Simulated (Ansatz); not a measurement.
Cu3Cl6⁺, 9 atoms. Hardware: 4 threads of Intel Xeon on a shared host.

Correlated methods freeze 57 core orbitals.

Question: How many basis functions does each of these Ansatz runs have, and roughly what does it cost? MP2/def2-SVP, charge 1 singlet, energy, from earlier orbitals; PBE0-D4/def2-SVP, charge 1 singlet, energy, from earlier orbitals; r2SCAN-D4/def2-SVP, charge 1 singlet, relaxation, 40 steps; PBE-D4/def2-SVP, charge 1 singlet, energy, from earlier orbitals; LC-ωPBE/def2-TZVP, charge 1 singlet, energy, from earlier orbitals; r2SCAN-D4/def2-TZVP, charge 1 singlet, energy, from earlier orbitals; PBE0-D4/def2-TZVP, charge 1 singlet, energy, from earlier orbitals; RPA@PBE/def2-SVP, charge 1 singlet, energy, from earlier orbitals; HF/STO-3G, charge 1 singlet, energy; BHLYP-D4/def2-TZVP, charge 1 singlet, energy, from earlier orbitals; HF/def2-TZVP, charge 1 singlet, energy, from earlier orbitals; PBE0-D4/def2-SVP, charge 1 singlet, energy with a search over starts.

Answer: Other jobs shared the machine, so times can vary by a factor of up to 3. A dash marks memory too small to be measured apart from the calling script's.

```
                                                                 run  functions  fitting or Cholesky vectors  wall time  peak host memory (GiB)
    PBE-D4/def2-SVP, charge 1 singlet, energy, from earlier orbitals        201                         2322      4.2 s                       –
   PBE0-D4/def2-SVP, charge 1 singlet, energy, from earlier orbitals        201                         2010        9 s                    0.85
                                 HF/STO-3G, charge 1 singlet, energy        108                         1068       15 s                    0.71
r2SCAN-D4/def2-TZVP, charge 1 singlet, energy, from earlier orbitals        357                         2895       19 s                     1.1
PBE0-D4/def2-SVP, charge 1 singlet, energy with a search over starts        201                         2010       21 s                    0.85
  PBE0-D4/def2-TZVP, charge 1 singlet, energy, from earlier orbitals        357                         2674       27 s                     1.8
       HF/def2-TZVP, charge 1 singlet, energy, from earlier orbitals        357                         2674       31 s                       2
 BHLYP-D4/def2-TZVP, charge 1 singlet, energy, from earlier orbitals        357                         2674       31 s                     1.8
   RPA@PBE/def2-SVP, charge 1 singlet, energy, from earlier orbitals        201                         2010       35 s                     1.6
  LC-ωPBE/def2-TZVP, charge 1 singlet, energy, from earlier orbitals        357                         2895       37 s                       2
       MP2/def2-SVP, charge 1 singlet, energy, from earlier orbitals        201                         2010       61 s                     2.4
          r2SCAN-D4/def2-SVP, charge 1 singlet, relaxation, 40 steps        201                         2322    5.1 min                       –
```
